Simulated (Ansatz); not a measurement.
The same hydrogen abstraction along the group B, Al, In.

Gas-phase electronic energies from Ansatz, PBE0-D4/def2-TZVP geometries. CCSD(T)/CBS adds triple-zeta CCSD(T) − MP2 to the extrapolated MP2 energy (def2 sets, frozen cores). This one scheme is used for every species, atoms too. Functionals use def2-TZVPP. No spin–orbit coupling; open shells (•) take unrestricted orbitals. Spin–orbit coupling would lower the free atoms: a little for F. def2 core potentials past Kr. For In outer-core shells are correlated without core-valence functions, so the limit isn't a true one: a few kJ/mol of doubt a bond, and 10 to 20 or more in all where bonds break to atoms. Each species was taken in one conformer, which may not be the lowest.

```
                                      reaction  CCSD(T)/CBS(def2) (kJ/mol)
                 `NBCl` + F• → `N[B]Cl`• + H–F                           ?
`[NH2][AlH][Cl]` + F• → `[NH2][Al][Cl]`• + H–F                        -218
`[NH2][InH][Cl]` + F• → `[NH2][In][Cl]`• + H–F                        -283
```

Q: Fill in the missing values. (An estimate is asked.)

A: The calculation gave: `NBCl` + F• → `N[B]Cl`• + H–F: -124.7 kJ/mol.

Largest T1 diagnostic: 0.019, for `[NH2][In][Cl]`•.
